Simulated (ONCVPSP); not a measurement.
Potentials for Fe compared

Generated with ld1.x 7.5 (TM, RRKJ, ultrasoft, PAW), atompaw 4.2 or ONCVPSP 4.0.1. The cutoff is in Ry: for ld1.x and atompaw files where the sum of valence levels is converged to 10 mRy in a Bessel basis, for ONCV files where the hardest occupied wave has 1 mHa per electron of residual kinetic energy. The error is the largest all-electron minus pseudo excitation energy over each file’s own four to seven test configurations (ionisations up to +4, promotions, holes and added fractions of an electron), all of which were solved. The labels leave out finer settings (local radius, basis sizes, second energies), which also bear on the numbers. Spin-polarised tests are not counted. The rows are a selection from randomly drawn settings: files with unsolved tests, undetermined cutoffs or missed reference levels are left out.

| potential | cutoff (Ry) | largest error (meV) | bound ghosts |
| --- | --- | --- | --- |
| ONCV, PBE, non-relativistic, rc 2.50/1.90/1.90 (spd), local p, core correction yes, reference 3d6 4s1.5, qcut 2.7/4.5/8.8, projectors 3/0/2 | 58 | -20 | none |
| ONCV, PBEsol, fully relativistic, rc 1.15/1.10/1.75 (spd), local smoothed, core correction no, reference 3s2 3p6 3d6 4s2, qcut 11/15.8/8.2, projectors 2/3/2 | 99 | -384 | none |
| ONCV, PBE, scalar-relativistic, rc 1.40/1.05/1.00 (spd), local smoothed, core correction yes, reference 3s2 3p6 3d6 4s2, qcut 9.2/10.6/16.5, projectors 2/1/2 | 192 | +7.0 | none |
| ONCV, PBEsol, scalar-relativistic, rc 1.40/1.40/1.55 (spd), local smoothed, core correction yes, reference 3s2 3p6 3d6 4s2, qcut 7.8/8.5/12.4, projectors 2/2/2 | 100 | -286 | none |
| ONCV, PBE, non-relativistic, rc 1.30/1.35/1.70 (spd), local smoothed, core correction yes, reference 3s2 3p6 3d7 4s1, qcut 7.9/7.9/10.4, projectors 2/2/2 | 75 | +185 | none |
| ONCV, PBEsol, scalar-relativistic, rc 1.30/1.15/1.55 (spd), local smoothed, core correction yes, reference 3s2 3p6 3d6 4s2, qcut 9.6/13.7/9.8, projectors 2/1/2 | 78 | -335 | none |

(1) Fill in the row for Fe: ONCV, PBE, scalar-relativistic, rc 1.25/1.35/0.95/1.10 (spdf), local smoothed, core correction yes, reference 3s2 3p6 3d6 4s1.75, qcut 7.3/8.3/13.4/9, projectors 2/1/2/2.

(2) Fill in the row for Fe: ONCV, Wu-Cohen, scalar-relativistic, rc 1.40/1.35/1.55 (spd), local smoothed, core correction yes, reference 3s2 3p6 3d6 4s2, qcut 9/8.6/8.5, projectors 2/3/1.

Answers

(1) cutoff 155 Ry, largest error -7.3 meV, bound ghosts: none.

(2) cutoff 68 Ry, largest error +6.8 meV, bound ghosts: none.
